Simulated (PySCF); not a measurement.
B3LYP has the VWN-RPA correlation part, as in Gaussian. Excitations are Tamm–Dancoff values on a coarser integration grid. The basis has no diffuse functions, so Rydberg states are missing or too high.

Cartesian coordinates (Å):
```xyz
7

C     -0.8137     0.1969     0.2124
O      0.0956    -0.6800    -0.5121
C      1.3470    -0.4408    -0.3391
N      2.4794    -0.2532    -0.2057
H     -0.6609     1.2254    -0.1105
H     -0.6381     0.0982     1.2823
H     -1.8092    -0.1465    -0.0492
```
Charge 0, spin multiplicity 1.

Task: Give the LUMO, total energy, T1 excitation (TDA), dipole moment and S1–T1 gap (TDA) at the level B3LYP-D3(BJ)/def2-TZVP (PySCF).

Result: 
| Quantity | Value |
|---|---|
| LUMO | 0.11 eV |
| total energy | -208.0366 Ha |
| T1 excitation (TDA) | 6.60 eV |
| dipole moment | 4.64 D |
| S1–T1 gap (TDA) | 0.52 eV |
